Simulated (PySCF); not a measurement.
# Spinor energies of Ga¹⁹⁺ (gallium, charge +19)

Start: [Ne] 3s2. Calculated with PySCF 2.14 in an uncontracted even-tempered set (18 s from 0.67 bohr⁻², ratio 2.6; 13 p from 0.87 bohr⁻², ratio 2.6; 7 d from 0.89 bohr⁻², ratio 2.8; 4 f from 14 bohr⁻², ratio 2.8): generalised Hartree-Fock with the X2C-1e Hamiltonian and a Gaussian nucleus; spin-orbit coupling (SO) screened by Boettger's factors.

| spinor shell | electrons | ε, screened SO (eV) | weight of nominal j (screened SO) | rms radius, screened SO (bohr) |
| --- | --- | --- | --- | --- |
| 1s1/2 | 2 | -11215.8 | 1.000 | 0.0560 |
| 2s1/2 | 2 | -2080.5 | 1.000 | 0.231 |
| 2p1/2 | 2 | -1925.3 | 1.000 | 0.205 |
| 2p3/2 | 4 | -1896.3 | 1.000 | 0.208 |
| 3s1/2 | 2 | -761.72 | 1.000 | 0.578 |

```
   quantity  screened SO
E (hartree)  -1741.50327
        M_J            0
       ⟨J²⟩        0.000
       ⟨L²⟩        0.001
       ⟨S²⟩        0.001
```
